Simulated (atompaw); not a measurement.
An all-electron radial function and its pseudo partner (Zn)

Columns: radius, all-electron u(r) and pseudo u(r) of the 3s shell (level -171.08 eV) of zinc in the configuration [Ne] 3s2 3p6 3d9 4s0 4p0; PBE, scalar-relativistic, PAW (atompaw) scheme, atompaw 4.2.0.5.

```csv
r (bohr),all-electron,pseudo
0.058,0.1038,0.1962
0.115,-0.5846,0.3876
0.173,-0.7033,0.5786
0.231,-0.3793,0.7623
0.288,0.0967,0.9308
0.346,0.5630,1.0837
0.404,0.9298,1.2105
0.462,1.1761,1.3039
0.519,1.3102,1.3576
0.577,1.3579,1.3703
0.635,1.3403,1.3421
0.692,1.2798,1.2798
0.750,1.1912,1.1912
0.808,1.0881,1.0881
0.865,0.9814,0.9814
0.923,0.8736,0.8736
0.981,0.7705,0.7705
1.038,0.6761,0.6761
1.096,0.5881,0.5881
1.154,0.5089,0.5089
1.212,0.4384,0.4384
1.269,0.3772,0.3772
1.327,0.3226,0.3226
1.385,0.2751,0.2751
1.442,0.2347,0.2347
1.500,0.1992,0.1992
```

(1) How many radial nodes do the two functions have?

(2) At about which radius was the pseudo-wave matched?

(3) Where does each function peak?

(4) Is the pseudo-wave norm-conserving?

## Answers

(1) The all-electron 3s function has n − l − 1 = 2; the pseudo-wave has 0, since the states of the same l below it are removed with the core.

(2) 0.75 bohr. The columns agree to 0.0005 from 0.69 bohr on; several derivatives are matched, so the curves merge somewhat inside the radius.

(3) Outermost all-electron maximum near 0.58 bohr, pseudo maximum near 0.58 bohr (to the table’s step).

(4) No, it belongs to a PAW set: the norm inside the radius is not constrained, and the difference is carried by the augmentation charge.
